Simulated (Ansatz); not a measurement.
Geometry optimisation, RKS revPBE-D4/def2-SVP in Ansatz 0.2.0.

Input file:

```yaml
crystal:
  periodic: [false, false, false]
  atoms:
    - { symbol: F, position_ang: [-1.9442, -1.2209, 1.3064] }
    - { symbol: B, position_ang: [-1.4868, 0.1675, 1.1776] }
    - { symbol: Sb, position_ang: [-0.9379, 0.9751, -0.8382] }
    - { symbol: Si, position_ang: [1.1696, -0.5432, -0.9234] }
    - { symbol: H, position_ang: [-1.2565, 0.7942, 2.1334] }
    - { symbol: H, position_ang: [0.0258, 2.2962, -0.1018] }
    - { symbol: H, position_ang: [1.841, -0.4932, 0.3656] }
    - { symbol: H, position_ang: [0.6841, -1.9147, -1.1734] }
    - { symbol: H, position_ang: [1.9934, -0.1073, -1.9632] }
basis:
  gaussian: { orbitals: def2-SVP }
hamiltonian:
  xc: revpbe
  dispersion: d4
relax:
  f_tol: 0.02
  max_steps: 40
scf:
  lower_state_search: "off"
```

Launched with:

```bash
$ ansatz run input.yaml --threads 2 --pin off --max-ram 3072MiB --backend cpu --events-out ev --progress --plain --runs-dir out
```

Task: Where does it end, and by what steps?

Result: The run converged. After 6 steps the energy has fallen by 0.536 eV; F1 moved furthest, 0.19 Å.

| step | energy less start (eV) | largest force component (eV/Å) | accepted |
| --- | --- | --- | --- |
| 0 | 0.0000 | 3.931 | yes |
| 1 | -0.2640 | 2.381 | yes |
| 2 | -0.4263 | 1.543 | yes |
| 3 | -0.5114 | 0.263 | yes |
| 4 | -0.5317 | 0.140 | yes |
| 5 | -0.5345 | 0.047 | yes |
| 6 | -0.5357 | 0.013 | yes |

```xyz
9
Properties=species:S:1:pos:R:3
F -1.774 -1.134 1.288
B -1.408 0.148 1.191
Sb -0.975 1.005 -0.870
Si 1.112 -0.552 -0.897
H -1.352 0.800 2.224
H -0.060 2.304 -0.178
H 1.833 -0.598 0.424
H 0.641 -1.939 -1.242
H 2.071 -0.079 -1.956
```

Run time: 17 s on 2 threads of Arm Neoverse N1, on a shared host, peak memory 0.14 GiB.
